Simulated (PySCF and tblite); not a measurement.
Values are calculated unless marked as measured or tabulated.
C₃H₂F₆, numbered as in [F:1][CH2:2][C:3]([F:4])([F:5])[C:6]([F:7])([F:8])[F:9].

Search: ETKDG and KDG, MMFF94s, GFN2-xTB, 60 starts; geometries at GFN2-xTB. Energies: PBE0-D3(BJ)/def2-SVP (IEF-PCM, benzene), with GFN2-xTB thermal terms (modes under about 100 cm⁻¹ blended into free rotors). Symmetry numbers and mirror images are counted. Conformers within 3 kcal/mol (GFN2-xTB free energy) were kept, 7 at most. (PySCF 2.14, tblite 0.8.)

Rotational constants are equilibrium values for the commonest isotopes; dipoles come from the energy level named and are polarised by its solvent model.

Torsions listed: F1–C2–C3–F4. Of a mirror pair one member is shown.

```tsv
conformer	shape	symmetry	weight %
1	164°	C1 (pair)	86.9
2	-60°	Cs	13.1
```

Sets of constants, in random order:

```tsv
set	A (MHz)	B (MHz)	C (MHz)	abs μa (D)	abs μb (D)	abs μc (D)
P	2517	1220	1163	0.25	1.93	0.00
Q	1978	1611	1308	1.70	0.66	1.22
```

Q: Match each set to its conformer.

A: P is conformer 2, Q is conformer 1.


Conformer gaps in def2-SVP on xTB geometries can be 2 kcal/mol too large for S=O, P=O and other polar bonds.